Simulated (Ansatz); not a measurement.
sulfur tetrafluoride cation (F4S), SMILES FS(F)(F)F (connectivity only; charge and spin as stated), charge +1, multiplicity 2.

Coordinates come from a PBE0-D3(BJ)/def2-SVP optimisation. The spin state was assumed, not searched.

Two levels are set side by side: PBE/def2-SVPD (Ansatz, a quantum-chemistry and plane-wave program) and CAM-B3LYP/def2-SVPD (Ansatz). Energy differences of separate SCF runs at the same geometry; the states with an electron removed or added have multiplicity 1 and 1. Differences are taken from unrounded values.

```csv
quantity,CAM-B3LYP,PBE,PBE minus CAM-B3LYP
vertical ionisation energy (eV),20.79,20.05,-0.74
vertical electron affinity (eV),10.84,10.39,-0.44
```
